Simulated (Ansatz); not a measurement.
`CC(C)(C)[CH2][In]([Cl])[Cl]` at its PBE0-D4/def2-TZVP geometry, where that method's forces vanish. Total charge 0; spin multiplicity 1. In takes the def2 core potential.

| atom | x (Å) | y (Å) | z (Å) |
| --- | --- | --- | --- |
| C1 | -0.337 | 1.362 | 1.417 |
| C2 | 0.082 | 0.380 | 0.320 |
| C3 | 1.265 | -0.449 | 0.813 |
| C4 | 0.485 | 1.163 | -0.926 |
| C5 | -1.112 | -0.523 | 0.018 |
| In6 | -0.806 | -1.999 | -1.507 |
| Cl7 | -2.490 | -3.457 | -2.190 |
| Cl8 | 1.145 | -2.417 | -2.713 |
| H9 | -1.183 | 1.974 | 1.095 |
| H10 | 0.488 | 2.033 | 1.670 |
| H11 | -0.631 | 0.832 | 2.328 |
| H12 | 2.101 | 0.197 | 1.092 |
| H13 | 1.628 | -1.131 | 0.037 |
| H14 | 0.992 | -1.040 | 1.692 |
| H15 | -0.357 | 1.744 | -1.315 |
| H16 | 0.841 | 0.498 | -1.720 |
| H17 | 1.295 | 1.861 | -0.701 |
| H18 | -1.980 | 0.055 | -0.315 |
| H19 | -1.425 | -1.085 | 0.904 |

(1) For each bond, give half the difference of the two atoms' forces along it (eV/Å; positive pushes the atoms apart) under PBE-D4, r2SCAN-D4, B3LYP-D4, ωB97M-V in def2-TZVPP. (Best estimate.)

## Answers

(1) Computed: 
```json
{"bond": "C1–C2", "length (Å)": "1.531", "PBE-D4": "0.07", "r2SCAN-D4": "0.11", "B3LYP-D4": "0.14", "ωB97M-V": "0.05"}
{"bond": "C1–H9", "length (Å)": "1.093", "PBE-D4": "0.09", "r2SCAN-D4": "-0.04", "B3LYP-D4": "-0.08", "ωB97M-V": "-0.05"}
{"bond": "C2–C3", "length (Å)": "1.526", "PBE-D4": "0.02", "r2SCAN-D4": "0.07", "B3LYP-D4": "0.14", "ωB97M-V": "0.10"}
{"bond": "C2–C4", "length (Å)": "1.526", "PBE-D4": "0.02", "r2SCAN-D4": "0.07", "B3LYP-D4": "0.14", "ωB97M-V": "0.10"}
{"bond": "C2–C5", "length (Å)": "1.527", "PBE-D4": "-0.03", "r2SCAN-D4": "0.04", "B3LYP-D4": "0.07", "ωB97M-V": "0.13"}
{"bond": "C3–H14", "length (Å)": "1.094", "PBE-D4": "0.09", "r2SCAN-D4": "-0.03", "B3LYP-D4": "-0.07", "ωB97M-V": "-0.06"}
{"bond": "C4–H15", "length (Å)": "1.094", "PBE-D4": "0.09", "r2SCAN-D4": "-0.04", "B3LYP-D4": "-0.07", "ωB97M-V": "-0.06"}
{"bond": "C4–H16", "length (Å)": "1.095", "PBE-D4": "0.09", "r2SCAN-D4": "-0.03", "B3LYP-D4": "-0.10", "ωB97M-V": "-0.06"}
{"bond": "C4–H17", "length (Å)": "1.093", "PBE-D4": "0.10", "r2SCAN-D4": "-0.04", "B3LYP-D4": "-0.08", "ωB97M-V": "-0.06"}
{"bond": "C5–In6", "length (Å)": "2.144", "PBE-D4": "0.01", "r2SCAN-D4": "0.01", "B3LYP-D4": "0.07", "ωB97M-V": "-0.11"}
{"bond": "C5–H18", "length (Å)": "1.094", "PBE-D4": "0.09", "r2SCAN-D4": "-0.04", "B3LYP-D4": "-0.14", "ωB97M-V": "-0.06"}
{"bond": "C5–H19", "length (Å)": "1.094", "PBE-D4": "0.09", "r2SCAN-D4": "-0.04", "B3LYP-D4": "-0.14", "ωB97M-V": "-0.06"}
{"bond": "In6–Cl7", "length (Å)": "2.330", "PBE-D4": "0.18", "r2SCAN-D4": "0.07", "B3LYP-D4": "0.17", "ωB97M-V": "-0.01"}
{"bond": "In6–Cl8", "length (Å)": "2.331", "PBE-D4": "0.18", "r2SCAN-D4": "0.05", "B3LYP-D4": "0.18", "ωB97M-V": "-0.02"}
```

B3LYP here is the variant with VWN-RPA as its local correlation; programs differ in this.
